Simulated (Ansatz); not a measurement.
One change: `C[SiH2][B](N)[AlH2]` becomes `N[B](N)[AlH2]`.

Ansatz, PBE0-D4/def2-TZVP geometries, multiplicity 1. Each molecule was computed in one conformer, which needn't be the lowest.

```tsv
property	`C[SiH2][B](N)[AlH2]`
HOMO energy (PBE0/def2-TZVPP) / eV	-6.51
size of the dipole moment (ωB97M-V/def2-TZVPP) / D	2.26
HOMO energy (ωB97M-V/def2-TZVPP) / eV	-8.55
LUMO energy (ωB97M-V/def2-TZVPP) / eV	-0.35
HOMO–LUMO gap (PBE0/def2-TZVPP) / eV	4.44
HOMO–LUMO gap (PBE/def2-TZVPP) / eV	2.58
```

(1) What does the change do to each property? (Best estimate.)

Results:

(1) The calculation gave: 
```json
{"property": "HOMO energy (PBE0/def2-TZVPP) / eV", "`N[B](N)[AlH2]`": "-6.91", "shift": "-0.40"}
{"property": "size of the dipole moment (ωB97M-V/def2-TZVPP) / D", "`N[B](N)[AlH2]`": "2.56", "shift": "0.30"}
{"property": "HOMO energy (ωB97M-V/def2-TZVPP) / eV", "`N[B](N)[AlH2]`": "-9.03", "shift": "-0.48"}
{"property": "LUMO energy (ωB97M-V/def2-TZVPP) / eV", "`N[B](N)[AlH2]`": "0.14", "shift": "0.49"}
{"property": "HOMO–LUMO gap (PBE0/def2-TZVPP) / eV", "`N[B](N)[AlH2]`": "5.41", "shift": "0.97"}
{"property": "HOMO–LUMO gap (PBE/def2-TZVPP) / eV", "`N[B](N)[AlH2]`": "3.45", "shift": "0.87"}
```

With PBE0 the HOMO falls by 0.40 eV and the LUMO rises by 0.57 eV, so the gap widens by about 0.97 eV. PBE moves the HOMO by -0.26 eV and ωB97M-V by -0.48 eV. Dipoles are sizes alone; their direction can turn.
